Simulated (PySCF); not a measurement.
Level of theory: delta-SCF UKS SCAN, pcX-2 on the ionised atom, pcseg-1 elsewhere, spin-free X2C in PySCF 2.14.0. Geometries: PBE0-D3(BJ)/def2-SVP; isolated species, one conformer each. Values against the vacuum level.

**Question.** Rank by computed C 1s binding energy, lowest first.
A. C2 in `[CH3:1][CH2:2][B-:3]([CH2:4][CH3:5])([CH2:6][CH3:7])[CH2:8][CH3:9]`
B. C8 in `[CH3:1][CH2:2][CH:3]([CH2:4][CH3:5])[O:6][C:7]([CH3:8])=[O:9]`
C. C2 in `[O:1]=[C:2]([OH:3])[CH2:4][C:5]([F:6])([F:7])[F:8]`
D. C2 in `[N:1]#[C:2][CH2:3][Br:4]`

**Answer.** A (284.49 eV), B (291.15 eV), D (292.96 eV), C (295.73 eV).

From the lowest up, the atoms are bonded to: C, 2 H and B in a species of charge -1 (284.49); C and 3 H (291.15); N (triple bond) and C (292.96); O (double bond), O and C (295.73).

The basis sets have no added diffuse functions, a weakness for anions.
